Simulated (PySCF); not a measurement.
Isomers of C8H11FSi, mass 154.061 u with the commonest isotopes. Method used: PBE0/pcSseg-1 in PySCF (dipole) on a GFN2-xTB geometry, gas phase. One conformer each, none proved a minimum here; rigid rotors.

Task: Order these by out-of-plane moment Σ m c² = (Ia + Ib − Ic)/2, largest first.
A. `[CH:1]#[C:2][Si@@H:3]1[CH2:4][C@H:5]([CH:6]2[CH2:7][CH2:8]2)[C@@H:9]1[F:10]` with C4–C5–C6–C7 155°, C2–Si3–C4–C5 -120°, Si3–C4–C5–C6 133°, C5–C6–C7–C8 -109°, C4–C5–C9–F10 105°
B. `[CH:1]#[C:2][Si@@H:3]1[CH2:4][C@@H:5]([CH:6]2[CH2:7][CH2:8]2)[C@H:9]1[F:10]` with C4–C5–C6–C7 -156°, C2–Si3–C4–C5 -122°, Si3–C4–C5–C6 -104°, C5–C6–C7–C8 109°, C4–C5–C9–F10 -136°
C. `[F:1][CH2:2][Si@H:3]1[CH:4]=[CH:5][CH:6]=[C:7]1[CH:8]1[CH2:9][CH2:10]1` with F1–C2–Si3–C4 81°, C6–C7–C8–C9 -35°
D. `CC#C[C@@H]1[SiH2]/C(=C/C)[C@@H]1F`
E. `[F:1][C@@H:2]1[CH2:3][CH2:4][C@@H:5]1[C:6]1=[CH:7][CH:8]=[CH:9][SiH2:10]1` with C4–C5–C6–C7 131°, F1–C2–C3–C4 -133°, C2–C3–C4–C5 13°, C3–C4–C5–C6 103°, C6–C7–C8–C9 0°
F. `[CH2:1]=[CH:2][CH2:3][Si@:4]1([CH3:5])[CH:6]=[CH:7][CH:8]=[C:9]1[F:10]` with C1–C2–C3–Si4 -104°, C2–C3–Si4–C5 61°
G. `[F:1][C@@H:2]1[CH2:3][CH2:4][C@H:5]1[C:6]1=[CH:7][CH:8]=[CH:9][SiH2:10]1` with C4–C5–C6–C7 -27°, F1–C2–C3–C4 -133°, C2–C3–C4–C5 14°, C3–C4–C5–C6 -135°, C6–C7–C8–C9 0°

Result: E (102.50 u·Å²), F (101.30 u·Å²), A (79.34 u·Å²), D (61.06 u·Å²), C (42.03 u·Å²), B (38.10 u·Å²), G (20.86 u·Å²).

Task: Order these by rotational constant A, largest first.
A. `[F:1][CH2:2][Si@H:3]1[CH:4]=[CH:5][CH:6]=[C:7]1[CH:8]1[CH2:9][CH2:10]1` with F1–C2–Si3–C4 81°, C6–C7–C8–C9 -35°
B. `[CH:1]#[C:2][Si@@H:3]1[CH2:4][C@H:5]([CH:6]2[CH2:7][CH2:8]2)[C@@H:9]1[F:10]` with C4–C5–C6–C7 155°, C2–Si3–C4–C5 -120°, Si3–C4–C5–C6 133°, C5–C6–C7–C8 -109°, C4–C5–C9–F10 105°
C. `[F:1][C@@H:2]1[CH2:3][CH2:4][C@@H:5]1[C:6]1=[CH:7][CH:8]=[CH:9][SiH2:10]1` with C4–C5–C6–C7 131°, F1–C2–C3–C4 -133°, C2–C3–C4–C5 13°, C3–C4–C5–C6 103°, C6–C7–C8–C9 0°
D. `[F:1][C@@H:2]1[CH2:3][CH2:4][C@H:5]1[C:6]1=[CH:7][CH:8]=[CH:9][SiH2:10]1` with C4–C5–C6–C7 -27°, F1–C2–C3–C4 -133°, C2–C3–C4–C5 14°, C3–C4–C5–C6 -135°, C6–C7–C8–C9 0°
E. `[CH2:1]=[CH:2][CH2:3][Si@:4]1([CH3:5])[CH:6]=[CH:7][CH:8]=[C:9]1[F:10]` with C1–C2–C3–Si4 -104°, C2–C3–Si4–C5 61°
F. `[CH:1]#[C:2][Si@@H:3]1[CH2:4][C@@H:5]([CH:6]2[CH2:7][CH2:8]2)[C@H:9]1[F:10]` with C4–C5–C6–C7 -156°, C2–Si3–C4–C5 -122°, Si3–C4–C5–C6 -104°, C5–C6–C7–C8 109°, C4–C5–C9–F10 -136°

Result: F (2729 MHz), B (2389 MHz), D (2230 MHz), C (2153 MHz), E (1808 MHz), A (1763 MHz).

Task: Order these by dipole moment, largest first.
A. `[F:1][C@@H:2]1[CH2:3][CH2:4][C@@H:5]1[C:6]1=[CH:7][CH:8]=[CH:9][SiH2:10]1` with C4–C5–C6–C7 131°, F1–C2–C3–C4 -133°, C2–C3–C4–C5 13°, C3–C4–C5–C6 103°, C6–C7–C8–C9 0°
B. `[CH:1]#[C:2][Si@@H:3]1[CH2:4][C@H:5]([CH:6]2[CH2:7][CH2:8]2)[C@@H:9]1[F:10]` with C4–C5–C6–C7 155°, C2–Si3–C4–C5 -120°, Si3–C4–C5–C6 133°, C5–C6–C7–C8 -109°, C4–C5–C9–F10 105°
C. `[SiH2]1/C([C@H](F)[C@@H]1C#CC)=C/C`
D. `[F:1][CH2:2][Si@H:3]1[CH:4]=[CH:5][CH:6]=[C:7]1[CH:8]1[CH2:9][CH2:10]1` with F1–C2–Si3–C4 81°, C6–C7–C8–C9 -35°

Result: D (2.37 D), A (1.78 D), C (1.51 D), B (1.34 D).

```json
{"SMILES": "F[C@@H]1CC[C@@H]1C1=CC=C[SiH2]1", "point group": "C1", "Ia (u·Å²)": "234.71", "Ib (u·Å²)": "621.17", "Ic (u·Å²)": "650.89", "κ": "-0.95", "μa (D)": "0.84", "μb (D)": "1.32", "μc (D)": "0.85"}
{"SMILES": "FC[Si@H]1C=CC=C1C1CC1", "point group": "C1", "Ia (u·Å²)": "286.67", "Ib (u·Å²)": "690.80", "Ic (u·Å²)": "893.40", "κ": "-0.72", "μa (D)": "2.28", "μb (D)": "0.29", "μc (D)": "0.58"}
{"SMILES": "C#C[Si@@H]1C[C@H](C2CC2)[C@@H]1F", "point group": "C1", "Ia (u·Å²)": "211.59", "Ib (u·Å²)": "791.33", "Ic (u·Å²)": "844.23", "κ": "-0.96", "μa (D)": "0.00", "μb (D)": "1.32", "μc (D)": "0.24"}
{"SMILES": "F[C@@H]1CC[C@H]1C1=CC=C[SiH2]1", "point group": "C1", "Ia (u·Å²)": "226.62", "Ib (u·Å²)": "671.96", "Ic (u·Å²)": "856.86", "κ": "-0.80", "μa (D)": "0.32", "μb (D)": "1.63", "μc (D)": "0.42"}
{"SMILES": "C#C[Si@@H]1C[C@@H](C2CC2)[C@H]1F", "point group": "C1", "Ia (u·Å²)": "185.19", "Ib (u·Å²)": "817.45", "Ic (u·Å²)": "926.44", "κ": "-0.93", "μa (D)": "0.78", "μb (D)": "1.58", "μc (D)": "0.66"}
{"SMILES": "CC#C[C@@H]1[SiH2]/C(=C/C)[C@@H]1F", "point group": "C1", "Ia (u·Å²)": "283.57", "Ib (u·Å²)": "733.00", "Ic (u·Å²)": "894.44", "κ": "-0.80", "μa (D)": "1.09", "μb (D)": "1.01", "μc (D)": "0.27"}
{"SMILES": "C=CC[Si@]1(C)C=CC=C1F", "point group": "C1", "Ia (u·Å²)": "279.45", "Ib (u·Å²)": "684.50", "Ic (u·Å²)": "761.35", "κ": "-0.87", "μa (D)": "0.80", "μb (D)": "0.99", "μc (D)": "0.44"}
```
